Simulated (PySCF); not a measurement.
## Dipole response of Cd(3+) (cadmium, charge +3)

[Kr] 4d9, 2D determinant. Calculation: PySCF 2.14, in aug-cc-pVDZ-PP with ECP28MDF; scalar relativity through the core potential. Coupled (time-dependent) response in atomic units; α is the mean over directions. A double-zeta set is small for polarisabilities.

| method | mean α (bohr³) | α xx, yy, zz | C₆ (like pair) | S(−4) |
| --- | --- | --- | --- | --- |
| UHF | 3.254 | 3.186, 3.186, 3.389 | 14.18 | 1.592 |
| PBE | 3.584 | 3.512, 3.512, 3.728 | 15.83 | 2.242 |
| PBE0 | 3.477 | 3.406, 3.406, 3.618 | 15.31 | 2.000 |
| MN15 | 3.569 | 3.507, 3.507, 3.694 | 15.59 | 2.143 |
| revPBE | 3.583 | 3.510, 3.510, 3.729 | 15.83 | 2.240 |

S(−4) is the Cauchy moment in α(ω) = α(0) + S(−4) ω² + …

Spin-orbit coupling is absent.

α(iu) at PBE:

```tsv
u (hartree)	α(iu) (bohr³)
0	3.584
0.0500	3.579
0.100	3.562
0.200	3.499
0.300	3.402
0.500	3.149
0.750	2.801
1.00	2.475
1.50	1.929
2.00	1.513
3.00	0.9644
5.00	0.4630
```

A single London oscillator, α(iu) = α/(1 + u²/ω²), gives C₆ = (3/4) ω α². Matching the computed C₆ needs ω = 4 × 15.83 / (3 × 3.584²) = 1.64 hartree.

For an ion, C₆ is the dispersion term alone; charge-induced terms of lower order in 1/R come first.

The components differ because the open shell of this determinant is not spherical; for a pure term their mean is the scalar polarisability.

Energies and moments cover only the electrons outside the core potential.
